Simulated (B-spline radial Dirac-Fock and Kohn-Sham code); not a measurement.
## Sb³⁺ in Watson spheres of different radius

The computed values come from an atomic code on a B-spline grid: ΔSCF Dirac-Fock with Breit, self-energy and vacuum polarisation, finite nucleus, configuration average. The ion, [Kr] 4d10 5s2, sits in a hollow sphere of charge Q = -3, a simple model of the Madelung potential. Inside the sphere an electron's potential energy is raised by the constant 14.40·|Q|/R eV, so binding energies fall by about that much as long as the orbitals stay inside.

```csv
radius (Å),14.40 |Q|/R (eV),1s (eV),2s (eV),2p1/2 (eV),2p3/2 (eV),3s (eV),3p1/2 (eV),3p3/2 (eV),3d3/2 (eV),3d5/2 (eV),4s (eV),4p1/2 (eV),4p3/2 (eV),4d3/2 (eV),4d5/2 (eV),5s (eV)
1.6,27.00,30504.7,4719.4,4396.0,4147.5,961.6,829.3,782.4,551.2,541.8,175.4,128.7,120.1,45.08,43.85,15.14
3,14.40,30516.9,4731.6,4408.2,4159.7,973.8,841.5,794.6,563.4,554.0,187.6,140.9,132.3,57.31,56.07,27.22
```

From the smallest to the largest radius 1s moves by +12.2 eV, while the constant potential alone would give +12.6 eV; the difference comes from charge outside the sphere and its screening.
